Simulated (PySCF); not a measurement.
C₃H₃, SMILES [CH]1[CH][CH]1 (connectivity only; charge and spin as stated), neutral, multiplicity 2.

Geometry: B3LYP-D3(BJ)/def2-TZVP.

These are B3LYP-D3(BJ)/def2-TZVP run with PySCF 2.14.0 values and carry that method's errors.

Frequencies are harmonic and unscaled.

Computed normal modes with their intensities:
```csv
mode,ν (cm⁻¹),IR (km/mol),moving atoms (share of kinetic energy)
1,610,70.9,"H 88 %, C 12 %"
2,692,37.4,"C 66 %, H 34 %"
3,885,0.0,"H 67 %, C 33 %"
4,917,4.8,"H 92 %, C 8 %"
5,974,21.8,"H 76 %, C 24 %"
6,983,8.0,"H 71 %, C 29 %"
7,1040,22.3,"H 64 %, C 36 %"
8,1236,7.6,"C 90 %, H 10 %"
9,1663,0.5,"C 89 %, H 11 %"
10,3063,51.4,"H 92 %, C 8 %"
11,3244,2.5,H 93 %
12,3288,0.2,"H 87 %, C 13 %"
```
